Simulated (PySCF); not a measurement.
# How methods differ on the excitation energy of S

S [Ne] 3s2 3p4 (3P) → S [Ne] 3s2 3p3 3d1 (5D), as a difference of total energies. Computed with PySCF 2.14 in aug-cc-pV(T+d)Z with one added diffuse shell each of s, p, d, f type (7s6p5d3f, 71 functions), with the non-relativistic Hamiltonian (point nucleus). Correlated levels: valence: [Ne] frozen. The calculations carry no spin-orbit coupling.

| method | excitation energy (eV) |
| --- | --- |
| UHF | 7.674 |
| MP2 (valence) | 8.246 |
| SCS-MP2 (valence) | 8.418 |
| CCSD (valence) | 8.348 |
| CCSD(T) (valence) | 8.376 |

**Question.** How much does correlation contribute at CCSD(T) (valence)?

**Answer.** 8.376 − (7.674) = 0.702 eV, measured against UHF.

Errors of the correlated levels include the incompleteness of this basis and the frozen core.

For comparison: 8.392 eV (measured; NIST levels, between the centres of gravity of the two terms).
